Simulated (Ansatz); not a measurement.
Species: sum formula BH₂S₃, net charge 0, doublet state. It need not be the lowest isomer of its formula. 
Structure (B3LYP-D3(BJ)/def2-TZVP (Ansatz, a program for electronic structure) minimum search):
```xyz
6

S     -0.3133     1.2214    -1.3046
B     -0.0076     0.0298    -0.0318
S      1.6755    -0.4043     0.5001
S     -1.3573    -0.8358     0.8245
H      2.3429     0.4115    -0.3333
H     -2.3816    -0.2606     0.1721
```
Charge 0, spin multiplicity 2.

Atomisation energy built up term by term with Ansatz (kcal/mol; UHF references for open shells; valence terms freeze the core; atomic spin-orbit terms are left out). CBS(X,Y): correlation extrapolated as X^-3; Hartree-Fock from the larger set.

```tsv
term	basis	kcal/mol
Hartree-Fock	aug-cc-pV(Q+d)Z	323.20
CCSD correlation	CBS(aug-cc-pV(T+d)Z,aug-cc-pV(Q+d)Z)	?
(T)	CBS(aug-cc-pV(T+d)Z,aug-cc-pV(Q+d)Z)	?
core correlation	cc-pwCVTZ	2.34
scalar relativity (X2C)	cc-pVTZ-DK against cc-pVTZ	-0.99
sum: De		?
```

**Question.** Fill in the missing entries.

**Answer.** 
- CCSD correlation, kcal/mol: 117.68
- (T), kcal/mol: 12.23
- sum: De, kcal/mol: 454.5
